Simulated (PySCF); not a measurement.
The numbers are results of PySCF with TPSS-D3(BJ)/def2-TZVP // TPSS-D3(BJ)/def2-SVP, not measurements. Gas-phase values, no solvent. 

Reference species: [Pt(F)3] (neutral, multiplicity 2).

```json
{
 "charge on the central atom (Mulliken)": "0.96 e",
 "coordination_number": "3"
}
```

Changed species: [Zr(F)3] (M = Zr, multiplicity 2; the reference has M = Pt, multiplicity 2).

**Question.** Predict the effect on the charge on the central atom (Mulliken) and coordination number.

**Answer.** the charge on the central atom (Mulliken) rises by 0.37 e, to 1.33 e; the coordination number hardly moves.
